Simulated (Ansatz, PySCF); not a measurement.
Gas-phase reaction in SMILES: B[CH2] → [BH]C
Each molecule is optimised on its own at B3LYP-D3(BJ)/def2-TZVP (Ansatz, an electronic-structure program), one conformer each, not searched for the lowest. Frequencies are from Ansatz.

Property: isomerisation energy (0 K, with B3LYP-D3(BJ) harmonic zero-point energies), in kcal/mol. Cores are frozen in the correlated levels unless marked. UHF or UKS for open shells. No spin-orbit coupling. No relativistic terms. CBS marks a two-point X^-3 extrapolation of the correlation energy; Hartree-Fock from the larger set. The bracket is a focal-point correction in the basis named.

```tsv
level	program	isomerisation energy (kcal/mol)	minus last row
HF/6-31G*	Ansatz	14.2	4.9
HF/def2-TZVPD	PySCF	13.2	3.9
HF/def2-QZVPPD	Ansatz	13.2	3.9
SVWN5/def2-TZVPD	Ansatz	5.0	-4.3
BLYP-D3(BJ)/def2-TZVPD	Ansatz + dftd3	10.1	0.8
BP86-D3(BJ)/def2-TZVPD	PySCF + dftd3	8.3	-1.0
TPSS/def2-TZVPD	PySCF	10.9	1.6
M06-L-D4/def2-TZVPD	PySCF + dftd4	9.7	0.4
M06-L/def2-TZVPD	PySCF	9.7	0.4
B3LYP-D3(BJ)/def2-TZVPD	Ansatz + dftd3	10.5	1.2
r2SCAN0/def2-TZVPD	Ansatz	9.0	-0.3
MN15/def2-TZVPD	PySCF	10.5	1.2
B2PLYP-D3(BJ)/def2-TZVPD	Ansatz + dftd3	10.1	0.8
MP2/cc-pVTZ	Ansatz	7.6	-1.7
RI-MP2/cc-pVQZ	Ansatz	7.6	-1.7
SCS-MP2/cc-pVQZ	Ansatz	9.3	0.0
CCSD/cc-pVQZ	Ansatz	10.1	0.8
CCSD(T)/STO-3G	Ansatz	17.6	8.3
CCSD(T)/def2-QZVPPD	Ansatz	9.4	0.1
RI-MP2/CBS(def2-TZVPP,def2-QZVPP)+[CCSD(T)-MP2]/def2-QZVPP	Ansatz	9.4	0.1
CCSD(T)/CBS(def2-TZVPPD,def2-QZVPPD)	Ansatz	9.3	0.0
```
